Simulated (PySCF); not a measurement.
Isomers of C2H8N2Si2, one GFN2-xTB conformer each. Single-point energies are computed at PBE0/pcSseg-1 (PySCF, gas phase, no added dispersion term), electronic only.

```json
{"SMILES": "C=C[SiH]1N[SiH2]N1", "GFN2-xTB relative energy (kcal/mol)": "0.0"}
{"SMILES": "C=N[Si@H]1C[SiH2]N1", "GFN2-xTB relative energy (kcal/mol)": "13.7"}
{"SMILES": "N#C[SiH2]NC[SiH3]", "GFN2-xTB relative energy (kcal/mol)": "34.2"}
{"SMILES": "C[Si@](N)([SiH3])C#N", "GFN2-xTB relative energy (kcal/mol)": "44.7"}
{"SMILES": "N#CC[SiH2]N[SiH3]", "GFN2-xTB relative energy (kcal/mol)": "3.8"}
```

Conformers: `[CH2:1]=[CH:2][SiH:3]1[NH:4][SiH2:5][NH:6]1` with C1–C2–Si3–N4 20°; `[CH2:1]=[N:2][Si@H:3]1[CH2:4][SiH2:5][NH:6]1` with C1–N2–Si3–C4 132°; `[N:1]#[C:2][SiH2:3][NH:4][CH2:5][SiH3:6]` with C2–Si3–N4–C5 66°, Si3–N4–C5–Si6 149°; `[CH3:1][Si@:2]([NH2:3])([SiH3:4])[C:5]#[N:6]` with C1–Si2–N3–H 164° and -55°; `[N:1]#[C:2][CH2:3][SiH2:4][NH:5][SiH3:6]` with C2–C3–Si4–N5 -171°, C3–Si4–N5–Si6 -45°.

Task: What does PBE0/pcSseg-1 give for the same structures?

Result: 
```tsv
SMILES	PBE0/pcSseg-1 E (Eh)	PBE0/pcSseg-1 (kcal/mol)	GFN2-xTB (kcal/mol)	point group
C=C[SiH]1N[SiH2]N1	-769.05985	0.0	0.0	C1
C=N[Si@H]1C[SiH2]N1	-769.03869	13.3	13.7	C1
C[Si@](N)([SiH3])C#N	-769.02946	19.1	44.7	C1
N#CC[SiH2]N[SiH3]	-769.02511	21.8	3.8	C1
N#C[SiH2]NC[SiH3]	-768.99446	41.0	34.2	C1
```

Both levels put the same isomer lowest; measured from each level's own lowest isomer, the values differ by up to 25.6 kcal/mol (C[Si@](N)([SiH3])C#N: 44.7 against 19.1). As drawn, the lowest has a four-membered ring and a C=C bond outside aromatic rings, which the highest lacks; the highest has a C≡N group, which the lowest lacks.

Task: Which frontier levels, dipoles and rotational constants go with these structures?

Result: 
```json
{"SMILES": "C=C[SiH]1N[SiH2]N1", "HOMO (eV, PBE0/pcSseg-1)": "-6.76", "LUMO (eV)": "-0.75", "dipole (D)": "0.60", "A, B, C (MHz)": "4807, 1571, 1477"}
{"SMILES": "C=N[Si@H]1C[SiH2]N1", "HOMO (eV, PBE0/pcSseg-1)": "-6.99", "LUMO (eV)": "-1.05", "dipole (D)": "1.67", "A, B, C (MHz)": "6067, 1389, 1313"}
{"SMILES": "C[Si@](N)([SiH3])C#N", "HOMO (eV, PBE0/pcSseg-1)": "-7.59", "LUMO (eV)": "-0.67", "dipole (D)": "4.53", "A, B, C (MHz)": "2318, 1652, 1354"}
{"SMILES": "N#CC[SiH2]N[SiH3]", "HOMO (eV, PBE0/pcSseg-1)": "-7.82", "LUMO (eV)": "-0.08", "dipole (D)": "4.78", "A, B, C (MHz)": "6351, 954.1, 858.0"}
{"SMILES": "N#C[SiH2]NC[SiH3]", "HOMO (eV, PBE0/pcSseg-1)": "-7.33", "LUMO (eV)": "-0.67", "dipole (D)": "3.57", "A, B, C (MHz)": "6211, 851.8, 779.4"}
```
